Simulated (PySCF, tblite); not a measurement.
Isomers of C7H12NP. Computed values, GFN2-xTB/tblite, gas phase, harmonic and unscaled. This tight-binding method is rough: wavenumbers can miss measured ones by several per cent, in bad cases by 10 to 20. One conformer each.

Electronic energies: PBE0-D3(BJ)/def2-SVP at its own geometries (PySCF, gas phase).

```
         SMILES  electronic energy, lowest = 0 (kJ/mol)
  CCc1cn(CC)cp1                                     6.2
Cc1cn(C(C)C)cp1                                     0.0
Cc1cc(C)p(N)c1C                                    37.4
  C=CCP(C)CCC#N                                   133.8
```

How do GFN2-xTB zero-point energies change the relative energies?

```
         SMILES  ZPE (kJ/mol)  of it from modes above 1550 cm⁻¹  electronic (kJ/mol)  with ZPE, lowest = 0 (kJ/mol)  lowest mode (cm⁻¹)  rings
Cc1cn(C(C)C)cp1         461.5                             218.0                  0.0                            0.0                  41      1
  CCc1cn(CC)cp1         463.3                             217.1                  6.2                            7.9                  26      1
Cc1cc(C)p(N)c1C         451.0                             240.1                 37.4                           26.8                  47      1
  C=CCP(C)CCC#N         445.9                             239.8                133.8                          118.2                  39      0
```

The zero-point energies span 17.4 kJ/mol, from `C=CCP(C)CCC#N` to `CCc1cn(CC)cp1`. The order is unchanged.

And how do the electronic energies of GFN2-xTB itself compare?

`Cc1cn(C(C)C)cp1` 0.0; `CCc1cn(CC)cp1` 6.0; `Cc1cc(C)p(N)c1C` 71.7; `C=CCP(C)CCC#N` 216.6 kJ/mol, lowest = 0. Against the energies above, taken from the same isomer `Cc1cn(C(C)C)cp1`, the largest difference is 82.8 kJ/mol. The two levels were optimised apart and needn't hold the same conformer.

What do entropy and thermal enthalpy add at 298.15 K and 1 bar (rigid rotor, harmonic oscillator, one conformer each)?

```tsv
SMILES	point group	symmetry number	S (J/(mol K))	H − H(0) (kJ/mol)	ZPE + H − H(0) − TS (kJ/mol)
Cc1cn(C(C)C)cp1	Cs	1	424.2	30.07	365.1
CCc1cn(CC)cp1	C1	1	426.6	29.51	365.6
Cc1cc(C)p(N)c1C	C1	1	445.6	33.55	351.7
C=CCP(C)CCC#N	C1	1	459.3	33.80	342.8
```
